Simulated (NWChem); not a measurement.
CH3CdI; SMILES [CH3][Cd][I]

All runs: NWChem. Medium grid unless said otherwise, to which SCAN and Minnesota functionals are sensitive. Structure relaxed at the PBE0/def2-SVP level. def2 effective core potentials on Cd, I; no spin-orbit coupling. Hybrids' shares of exact exchange are those that their runs print; pure functionals count as 0. The functionals differ in more than this share.

```
row              share of exact exchange  highest occupied level (eV)
---------------  -----------------------  ---------------------------
PBE/def2-SVP                        0.00                        -6.12
PW91/def2-SVP                       0.00                        -6.16
B3LYP/def2-SVP                      0.20                        -6.95
MN15/def2-SVP                       0.44                     withheld
M06-2X/def2-SVP                     0.54                        -8.34
```

Task: Fit a straight line of the last column on the one before it, predict the withheld value, and compare with the run.

Result: 
1. Means of the 4 shown rows: x = 0.185, y = -6.893. Slope Σ(x − x̄)(y − ȳ)/Σ(x − x̄)² = -0.7932/0.1947 = -4.074; intercept -6.139.
2. The shown rows scatter about the line by 0.014 (root mean square); the largest residual is -0.02, at PW91/def2-SVP.
3. At x = 0.44 (MN15/def2-SVP; inside the shown range) the line gives -7.93.
4. The run gives -7.75, +0.18 from the line.
